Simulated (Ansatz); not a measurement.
Reaction (silylene formation by 1,1-elimination): `C[SiH2]N[SiH2]O` → `CN[SiH2]O` + `[SiH2]`

Program: Ansatz. Geometries: PBE0-D4/def2-TZVP. ΔE: electronic, gas phase. CBS: MP2 limit from def2 TZ/QZ plus the TZ coupled-cluster correction, frozen cores. This one scheme is used for every species. DFT in def2-TZVPP. B3LYP here is the variant with VWN-RPA as its local correlation; programs differ in this. Each species was taken in one conformer, which may not be the lowest.

| level | ΔE (kJ/mol) | difference from CCSD(T)/CBS |
| --- | --- | --- |
| PBE-D4 | 370.0 | -8.6 |
| r2SCAN-D4 | 397.9 | 19.3 |
| B3LYP-D4 | 368.6 | -10.0 |
| ωB97X-V | 382.1 | 3.5 |
| ωB97M-V | 372.7 | -5.9 |
| B2PLYP | 370.3 | -8.3 |
| PBE | 360.9 | -17.7 |
| r2SCAN | 395.4 | 16.8 |
| PBE0 | 374.6 | -4.0 |
| HF/def2-TZVPP | 357.8 | -20.8 |
| MP2/def2-TZVPP | 394.8 | 16.2 |
| SCS-MP2/def2-TZVPP | 378.9 | 0.3 |
| HF/def2-QZVPP | 359.4 | -19.2 |
| MP2/def2-QZVPP | 400.7 | 22.1 |
| SCS-MP2/def2-QZVPP | 385.1 | 6.5 |
| HF/CBS(def2) | 359.6 | -19.0 |
| CCSD(T)/CBS | 378.6 | 0 |

Largest T1 diagnostic among the species: 0.014.

In def2-TZVPP, CCSD(T) changes the Hartree–Fock value by +11.5 kJ/mol (the triples alone add +4.0 kJ/mol) and MP2 by +37.0 kJ/mol. From PBE to PBE0 (25 % exact exchange), in def2-TZVPP and without D4, ΔE moves by +13.6 kJ/mol. The D4 term adds +14.5 kJ/mol with B3LYP and +8.0 kJ/mol with PBE0; it sums over pairs of atoms, weighted by their polarisabilities, and B3LYP, whose exchange is more repulsive, gets the larger term.
